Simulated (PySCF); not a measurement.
Compound: 2,2-dimethylpyrrolidine, C₆H₁₃N.
Atom-mapped SMILES: `[CH3:1][C:2]1([CH3:3])[CH2:4][CH2:5][CH2:6][NH:7]1`

Definitions: NICS(0) = −σiso at the ring centroid; NICS(1) = −σiso and NICS(1)zz = −σzz at ±1 Å along the ring normal z. Level: GIAO PBE0/pcSseg-1 (PySCF, non-relativistic, gas phase) on the GFN2-xTB geometry, one conformer.

Ring bond lengths (Å), with Mayer bond orders in brackets: C2–C4 1.546 (0.97), C4–C5 1.528 (1.05), C5–C6 1.524 (1.03), C6–N7 1.449 (0.98), N7–C2 1.467 (0.96).

**Question.** Give the NICS values of each ring in ppm.

**Answer.** 
```
          ring                                             type  NICS(0)  NICS(1), two faces  NICS(1)zz, two faces  rms pucker (Å)  centre to ring atoms, mean (Å)
C2–C4–C5–C6–N7  5-membered ring with N; formal bonds all single     -7.2         -3.0 / -3.8           -3.6 / -4.4            0.18                            1.26
```

**Question.** What can be read from them?

**Answer.** 
- C2–C4–C5–C6–N7: mean NICS(1)zz -4.0 ppm, shielded. C2, C4, C5, C6 have four or more neighbours; no verdict on aromaticity is drawn.

**Question.** What is the mean of the two in-plane components of NICS at the first NICS(1) probe listed for ring C2–C4–C5–C6–N7, 1 Å off the ring?

**Answer.** The isotropic value is a third of the trace: (3 × -3.0 − (-3.6))/2 = -2.7 ppm.

**Question.** What are the shieldings of the ring atoms and their hydrogens in the same run (means over atoms taken as equivalent)?

**Answer.** 
| atoms | environment | σ isotropic (ppm) | principal values of the symmetric part, first atom (ppm) |
| --- | --- | --- | --- |
| C2 | sp3 carbon bound to nitrogen | 128.8 | 103.0, 124.9, 158.5 |
| C4 | ring CH2 carbon | 144.4 | 122.7, 138.9, 171.7 |
| C5 | ring CH2 carbon | 156.8 | 132.1, 164.8, 173.6 |
| C6 | sp3 carbon bound to nitrogen | 135.6 | 106.7, 135.6, 164.5 |
| N7 | secondary amine nitrogen | 187.9 | 127.7, 188.7, 247.3 |
| H on C4 (×2) | methylene hydrogen | 30.16 | 25.4, 29.8, 35.5 |
| H on C5 (×2) | methylene hydrogen | 29.89 | 25.5, 27.1, 36.6 |
| H on C6 (×2) | methylene hydrogen | 28.47 | 23.7, 25.9, 35.7 |
| H on N7 | N–H hydrogen | 31.55 | 23.2, 31.3, 40.1 |

Hardware: one thread of an Arm Neoverse N1, shared host. Cost: 44 s. This is the whole shielding run at PBE0/pcSseg-1, SCF included.
